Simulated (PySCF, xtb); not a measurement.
Sn(H)(NH2)3 (H7N3Sn), SMILES [NH2][SnH]([NH2])[NH2]. One conformer was computed; it need not be the lowest.

Harmonic wavenumbers (cm⁻¹) from GFN2-xTB run with xtb at its own minimum, in rising order: 89, 125, 140, 144, 155, 182, 431, 483, 493, 512, 533, 675, 693, 705, 756, 777, 799, 1489, 1499, 1502, 1606, 3406, 3409, 3416, 3437, 3441, 3443.

**Question.** What does PBE-D3(BJ)/def2-SVP (PySCF) give at its own minimum? (The exact figures need the calculation; the answer reports its results.)

**Answer.** 88, 129, 135, 160, 172, 211, 495, 506, 525, 537, 541, 612, 635, 651, 819, 826, 862, 1485, 1488, 1493, 1811, 3401, 3403, 3407, 3501, 3503, 3503. Paired by order, the mean absolute difference is 37 cm⁻¹ and the zero-point energies are 49.1 and 49.9 kcal/mol.
